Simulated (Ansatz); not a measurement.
Ideal-gas functions of `[CH2]1[AlH][SnH2]1` at 800 K and 1 bar, from an Ansatz frequency run at PBE0-D4/def2-TZVP.

Molar mass 162.74 g/mol, point group Cs (symmetry number 1), electronic degeneracy 1, moments of inertia 42.143, 182.438, 213.648 u Å². Harmonic wavenumbers (cm⁻¹, unscaled): 68, 250, 296, 325, 344, 463, 539, 562, 701, 713, 744, 803, 1336, 1905, 1915, 1917, 3081, 3152.

Use S(trans) = R[1.5 ln M + 2.5 ln T − 1.1517]; rotational temperatures θ = 24.2544 K / I; S(rot) = R[ln(√π/σ · √(T³/θAθBθC)) + 1.5]; for each mode x = 1.438777 ν̃/T, S = R[x/(eˣ − 1) − ln(1 − e⁻ˣ)] and H = RT x/(eˣ − 1); 1 cm⁻¹ = 0.0119627 kJ/mol; R = 8.31446 J/(mol·K).

Problem. By hand: the entropy, in J/(mol·K).

Solution. Translation 192.9. Rotation: θ = 0.5755, 0.1329, 0.1135 K, giving 120.3. Vibration, mode by mode: 25.79, 15.03, 13.65, 12.90, 12.44, 10.07, 8.89, 8.57, 6.92, 6.79, 6.49, 5.95, 2.78, 1.23, 1.21, 1.21, 0.21, 0.19, in all 140.3. Electronic 0.0. Sum 453.5 J/(mol·K).

Problem. By hand: H − E and G − E in kJ/mol, counted from the electronic energy.

Solution. Zero-point energy ½ × 19114 × 0.0119627 = 114.3; thermal vibration 55.2; translation, rotation and pV give 4 RT = 26.6. H − E = 196.1 kJ/mol, and G − E = 196.1 − 800 × 453.5/1000 = -166.7 kJ/mol.

Vibration gives 31 % of the entropy, 25.8 J/(mol·K) of it from the mode under 150 cm⁻¹: soft modes count most, and the harmonic formula is weakest for them.
